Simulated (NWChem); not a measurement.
System: C2H2BrF; SMILES C=C(F)Br

```xyz
6

C     -1.2106     1.6335     0.0000
C     -0.0779     0.9424     0.0000
F      1.1116     1.5110     0.0000
Br     0.0304    -0.9313     0.0000
H     -2.1741     1.1277     0.0000
H     -1.1652     2.7243     0.0000
```
Atoms are numbered in this order, from 1.

Level: PBE0/def2-SVP (NWChem), optimised geometry, unscaled harmonic frequencies. This build's default masses of Se (78.918 u) and Br (79.917 u) are each other's, which moves their modes by up to 0.6 %.

### Question
List the harmonic frequencies with IR intensities, and the thermochemistry.

### Answer
| frequency (cm⁻¹) | IR intensity (km/mol) |
|---|---|
| 330 | 0.1 |
| 372 | 0.1 |
| 512 | 1.6 |
| 629 | 36.4 |
| 724 | 0.3 |
| 859 | 59.9 |
| 964 | 27.6 |
| 1221 | 210.6 |
| 1378 | 9.0 |
| 1748 | 148.4 |
| 3202 | 6.8 |
| 3324 | 2.6 |

```yaml
zero_point_energy: 21.8 kcal/mol
thermal correction to the enthalpy at 298.15 K (with zero-point energy): 25.0 kcal/mol
heat capacity Cv: 13.4 cal/(mol K)
entropy at 298.15 K and 1 atm (symmetry number 1): 70.1 cal/(mol K)
dipole_moment: 1.17 D
```

Rigid rotor and harmonic oscillator.
